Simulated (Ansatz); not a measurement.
Gas-phase electronic energies from Ansatz, PBE0-D4/def2-TZVP geometries. CBS: MP2 limit from def2 TZ/QZ plus the TZ coupled-cluster correction, frozen cores. Functionals use def2-TZVPP. HSE06 is defined as in plane-wave codes. Elements past krypton have def2 core potentials. For In outer-core shells are correlated without core-valence functions, which leaves a few kJ/mol of doubt a bond. One conformer a species, not always the lowest.

Reaction (formal exchange of groups at the In–F bond): `[CH3][In]([F])[O][SiH3]` + `Cc1ccc(N(C)C)cc1` → `C[N](C)[In]([CH3])[O][SiH3]` + `Cc1ccc(F)cc1`

```tsv
level	ΔE (kJ/mol)	difference from CCSD(T)/CBS
LDA (SPW92)	90.7	3.1
revPBE-D4	98.9	11.3
B97M-V	91.1	3.5
r2SCAN0-D4	91.6	4.0
HSE06-D4	90.8	3.2
CAM-B3LYP-D4	89.4	1.8
ωB97M-V	86.9	-0.7
BLYP	87.0	-0.6
r2SCANh	90.7	3.1
HSE06	89.4	1.8
CAM-B3LYP	88.0	0.4
MP2/def2-SVP	105.7	18.1
CCSD/def2-SVP	90.9	3.3
HF/def2-TZVPP	83.3	-4.3
HF/CBS(def2)	85.2	-2.4
MP2/CBS(def2)	98.3	10.7
CCSD(T)/CBS	87.6	0
```

Largest T1 diagnostic among the species: 0.015.

Leaving LDA and LC-ωPBE aside and taking each functional with its dispersion term where it has one, the values spread over 12.0 kJ/mol, from ωB97M-V to revPBE-D4. At CCSD(T), def2-SVP lies +4.0 kJ/mol from the extrapolated value and def2-TZVPP −4.5 kJ/mol.
